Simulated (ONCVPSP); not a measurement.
Varying the ONCV potential for beryllium (Be)

Base potential:

| Property | Result |
| --- | --- |
| Element | beryllium (Be) |
| Generator | ONCVPSP 4.0.1 |
| Type | optimised norm-conserving Vanderbilt (ONCV) |
| Functional | PBE |
| Relativity | scalar-relativistic |
| Frozen core | [He] |
| Valence charge | 2 |
| Reference configuration | 2s2 |
| Partial waves | 2s: rc 1.85 bohr, ncon 4, nbas 7, qcut 3.8 1/bohr, 2 projectors, debl 1.8 Ha; p scattering state at 0.33 Ha: rc 1.45 bohr, ncon 5, nbas 8, qcut 5.9 1/bohr, 2 projectors, debl 3.8 Ha; d scattering state at 0.3 Ha: rc 1.50 bohr, ncon 4, nbas 7, qcut 6.9 1/bohr, 1 projector |
| Local potential | polynomial inside 1.25 bohr (lpopt 5, dvloc0 0 Ha) |
| Core correction | Teter function, fcfact 5, rcfact 1.2 |

All-electron outer shells of the reference configuration (PBE, scalar-relativistic, ld1.x):

| shell | level (eV) | outermost node (bohr) | outermost maximum (bohr) |
| --- | --- | --- | --- |
| 1s | -106.21 | – | 0.27 |
| 2s | -5.61 | 0.59 | 2.04 |

Cutoffs, loose and tight: the cutoffs (Ha) at which the residual kinetic energy of the hardest occupied pseudo-wave falls to 1 and 0.1 mHa per electron. They do not see the model core or the augmentation charge, which bear on the density cutoff. Test errors are all-electron minus pseudo excitation energies from the reference, over the configurations 2s1; 2s1.5; 2s1 2p1; 2s0 2p2. A dash means not determined; rows that change the core or the reference have their own tests.

For the base: The cutoffs count occupied waves only; projector 1 of the p channel, the hardest unoccupied one, needs 15 Ha at the loose tolerance.

A true bound ghost makes a file unfit for plane-wave use even where its test errors are small: the radial tests pick states by their node count and pass the ghost by.

```tsv
change	outcome	cutoff, loose	cutoff, tight	bound ghosts	GHOST(+) flags above zero	largest test error (meV)
base	generated	5.7 Ha	13 Ha	none	none	+17
all radii but the core radius scaled by about 1.33 (s 2.46, p 1.92, d 2.00 bohr); local potential polynomial inside 1.66 bohr (lpopt 5, dvloc0 0 Ha)	generated, projector energies reset by the program	4.3 Ha	6.0 Ha	none	none	+6.9
s: qcut 2.9	generated	6.2 Ha	29 Ha	none	none	+14
core none, valence charge 4; reference 1s2 2s2; waves now 1s+2s: rc 0.75 bohr, ncon 4, nbas 7, qcut 12.3 1/bohr, 2 projectors; p scattering state at 0.31 Ha: rc 0.70 bohr, ncon 4, nbas 9, qcut 11.1 1/bohr, 3 projectors, debl 0.7 Ha; d scattering state at 0.03 Ha: rc 0.70 bohr, ncon 5, nbas 9, qcut 13.1 1/bohr, 1 projector; local potential polynomial inside 0.45 bohr (lpopt 5, dvloc0 -1 Ha); core correction none	generated	78 Ha	207 Ha	p	p	+4.3
```
